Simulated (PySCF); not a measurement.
CH₇NO₂Si₂.
Cartesian coordinates in Å at the PBE0-D3(BJ)/def2-SVP level; atoms count from 1:
```
atom  x, y, z in Å
N1    -1.5592   -0.8638   -0.1319
Si2   -0.5791    0.0848    0.8878
C3    -0.9975    1.8662    0.2786
O4    -1.7425    2.0201   -0.6622
O5     1.0559   -0.1304    0.6653
Si6    2.0300   -0.7263   -0.5463
H7    -2.0677   -0.3829   -0.8678
H8    -1.8277   -1.8290   -0.0036
H9    -0.8128   -0.1163    2.3434
H10   -0.5245    2.7669    0.7608
H11    3.4460   -0.5175   -0.1335
H12    1.7857   -2.1849   -0.7544
H13    1.7784   -0.0028   -1.8297
```

Jobs on this species (13 atoms, 64 electrons) with PySCF (density fitting). Hardware of each: one thread, Arm Neoverse V1 (aarch64), no GPU, shared host. The host was shared with other jobs, so the times are rough. Peak memory is the resident size of the whole Python process, interpreter and libraries included.

| level and settings | work | basis functions | SCF cycles | wall time | peak memory |
| --- | --- | --- | --- | --- | --- |
| PBE0/def2-SVP | shieldings, charges and field gradients | 127 | ? | ? | ? |
| B97-2/pcSseg-1 | shieldings | 151 | ? | ? | ? |
| PBE0/STO-3G | shieldings, charges and field gradients | 45 | 13 | 4.2 s | 0.41 GiB |
| PBE0/pcSseg-0 | shieldings, charges and field gradients | 76 | 15 | 7.1 s | 0.48 GiB |
| PBE0/cc-pVTZ | shieldings, charges and field gradients | 286 | 15 | 48 s | 1.1 GiB |
| WP04/pcSseg-1 | shieldings | 151 | 15 | 15 s | 0.87 GiB |
| PBE0/cc-pVDZ | shieldings, charges and field gradients | 127 | 15 | 14 s | 0.71 GiB |
| PBE0/IGLO-III | shieldings, charges and field gradients | 298 | 15 | 47 s | 1.1 GiB |
| BP86/pcSseg-1 | shieldings | 151 | 16 | 22 s | 0.79 GiB |

Task: Fill in the missing figures.

Result: 
- PBE0/def2-SVP; shieldings, charges and field gradients: 13 s, 0.65 GiB, 15 SCF cycles
- B97-2/pcSseg-1; shieldings: 15 s, 0.83 GiB, 15 SCF cycles

Task: What do all jobs in the table cost together?

Result: About 3.1 min; the longest takes about 26 % of that, and about 11 times as long as the shortest.
